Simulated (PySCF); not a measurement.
C8H9NO.
Structure used (PBE0-D3(BJ)/def2-SVP), in Å, numbered top down from 1:
```
atom  x, y, z in Å
N1    -2.9365   -0.1641   -1.0721
C2    -2.2791    0.5577   -0.0067
C3    -0.8021    0.2587    0.0709
C4    -0.1058   -0.2012   -1.0514
C5     1.2636   -0.4367   -0.9786
C6     1.9577   -0.2150    0.2140
C7     3.4112   -0.4615    0.2895
O8     4.0856   -0.2930    1.2750
C9     1.2632    0.2423    1.3420
C10   -0.1022    0.4710    1.2685
H11   -3.8890    0.1659   -1.1996
H12   -2.9903   -1.1571   -0.8530
H13   -2.7159    0.4029    1.0025
H14   -2.3892    1.6384   -0.2109
H15   -0.6651   -0.3694   -1.9737
H16    1.8070   -0.7962   -1.8580
H17    3.8684   -0.8300   -0.6660
H18    1.8240    0.4028    2.2658
H19   -0.6446    0.8182    2.1528
```

Computed, not measured: PBE0-D3(BJ)/def2-SVP geometry optimisation, gas phase in PySCF 2.14.0.

Masses are those of the commonest isotopes; rigid-rotor values at the optimised geometry. The values belong to one conformer with, in the numbering `[NH2:1][CH2:2][c:3]1[cH:4][cH:5][c:6]([CH:7]=[O:8])[cH:9][cH:10]1`, H–N1–C2–C3 -171° and 71°, N1–C2–C3–C4 24°, C5–C6–C7–O8 180°.

Question: What are A, B and C (MHz)?

Answer: Ia = 112.23, Ib = 744.67, Ic = 846.67 u·Å²; 505379 MHz·u·Å²/I gives A = 4503, B = 678.7, C = 596.9 MHz.

Question: Classify the top.

Answer: A near-prolate asymmetric top; Ray's κ = -0.958.

Question: What does the inertial defect say?

Answer: Not planar: Δ = Ic − Ia − Ib = -10.23 u·Å². For a rigid frame Δ = −2 Σ m c², so Σ m c² = 5.11 u·Å² lies off the ab plane: 3.33 from hydrogen and 1.79 from heavier atoms. The atom farthest from that plane is 1.26 Å away.

Question: Where do the levels up to J = 3 lie, in MHz?

Answer: Above 0(0,0):
J = 1: 1(0,1) 1276, 1(1,1) 5100, 1(1,0) 5182
J = 2: 2(0,2) 3825, 2(1,2) 7569, 2(1,1) 7815, 2(2,1) 19287, 2(2,0) 19289
J = 3: 3(0,3) 7647, 3(1,3) 11272, 3(1,2) 11763, 3(2,2) 23114, 3(2,1) 23121, 3(3,1) 42441, 3(3,0) 42441

Question: Which types of transition are allowed, and where do some lines up to J = 3 fall?

Answer: The dipole components are |μa| = 4.48 D, |μb| = 0.22 D, |μc| = 0.47 D. The squared components, which scale the intensities, stand as 1.00 : 0.00 : 0.01 (a : b : c). Some lines, for components of 0.1 D or more:

```csv
type,branch,"J(Ka,Kc)",MHz,lower level (cm⁻¹)
a,R,"2(1,2) ← 1(1,1)",2469,0.170
c,Q,"1(1,1) ← 1(0,1)",3824,0.043
b,Q,"1(1,0) ← 1(0,1)",3906,0.043
b,Q,"3(1,2) ← 3(0,3)",4116,0.255
c,R,"2(1,1) ← 1(0,1)",6539,0.043
b,R,"2(2,1) ← 1(1,0)",14106,0.173
c,R,"3(2,2) ← 2(1,2)",15545,0.252
b,Q,"3(3,0) ← 3(2,1)",19320,0.771
b,Q,"3(3,1) ← 3(2,2)",19327,0.771
b,R,"3(3,0) ← 2(2,1)",23154,0.643
```

Question: Estimate the classical rotational partition function at 50 K, 100 K and 200 K.

Answer: Point group C1, symmetry number σ = 1; q = (√π/σ)·√((kT/h)³/(ABC)), k/h = 20836.6 MHz/K: 44100 at 50 K, 125000 at 100 K, 353000 at 200 K.

PBE0-D3(BJ)/def2-SVP frequencies: not computed here. Constants of a rigid frame at the computed geometry: no zero-point averaging, no centrifugal distortion. A rigid rotor knows nothing of inversion at nitrogen, which can split or shift real lines. Quadrupole hyperfine structure (14N) is left out.

The run took 4.1 min wall on one thread, Arm Neoverse V1 (aarch64), no GPU, shared host, and the process peaked at 0.90 GiB of memory. These figures are those of the optimisation.
